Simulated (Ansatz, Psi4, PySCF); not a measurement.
HIn, triplet, at a GFN2-xTB geometry (such geometries of metal compounds can be far from the true shape) (the spin is typed, not shown lowest) (core potentials on In), atoms displaced at random by about 0.08 Å a coordinate. Base run: B3LYP/def2-SVP, gradient run with PySCF.

Input for PySCF:
```python
from pyscf import gto, scf, dft

mol = gto.M(
    atom='''
In    0.101061   -0.029263    0.050733
H     0.005038   -0.075388    1.930538
''',
    basis='def2-svp',
    ecp={'In': 'def2-svp'},
    charge=0,
    spin=2,
    verbose=4,
)

mf = dft.UKS(mol)
mf.xc = 'b3lyp'
mf.kernel()
g = mf.nuc_grad_method()
grad = g.kernel()
```

Programs used: Ansatz (a program for electronic structure), Psi4, PySCF; a row that names a program was run with it.

The coordinate followed is y of atom 2.

Each row names what was changed in the base input (with any setting that the change needs).

```json
[
 {"change": "base", "dE/dx (Eh/bohr)": "-0.000152", "net force (Eh/bohr)": "0.000001"},
 {"change": "grid_response = on", "dE/dx (Eh/bohr)": "-0.000152", "net force (Eh/bohr)": "0.000000"},
 {"change": "finite difference step (bohr) = 0.01; conv_tol = 1e-11", "dE/dx (Eh/bohr)": "-0.000152", "net force (Eh/bohr)": "-"},
 {"change": "code = ansatz", "dE/dx (Eh/bohr)": "-0.000152", "net force (Eh/bohr)": "0.000000"},
 {"change": "density fitting = on; auxbasis_response = off", "dE/dx (Eh/bohr)": "-0.000152", "net force (Eh/bohr)": "0.000040"},
 {"change": "grids.level = 0; grid_response = on", "dE/dx (Eh/bohr)": "-0.000231", "net force (Eh/bohr)": "0.000000"},
 {"change": "finite difference step (bohr) = 1e-3; conv_tol = 1e-11", "dE/dx (Eh/bohr)": "-0.000152", "net force (Eh/bohr)": "-"},
 {"change": "grids.level = 5; grid_response = off", "dE/dx (Eh/bohr)": "-0.000152", "net force (Eh/bohr)": "0.000001"},
 {"change": "code = psi4", "dE/dx (Eh/bohr)": "-0.000152", "net force (Eh/bohr)": "0.000002"},
 {"change": "conv_tol = 1e-4", "dE/dx (Eh/bohr)": "-0.000155", "net force (Eh/bohr)": "0.000001"},
 {"change": "finite difference step (bohr) = 0.2; conv_tol = 1e-11", "dE/dx (Eh/bohr)": "-0.000157", "net force (Eh/bohr)": "-"},
 {"change": "grids.level = 0; grid_response = off", "dE/dx (Eh/bohr)": "-0.000198", "net force (Eh/bohr)": "0.000232"}
]
```

The net force is zero for an exact gradient.

Open shells are given as the SCF converged; they aren't shown to be the lowest states, and a large step between rows can be another state.
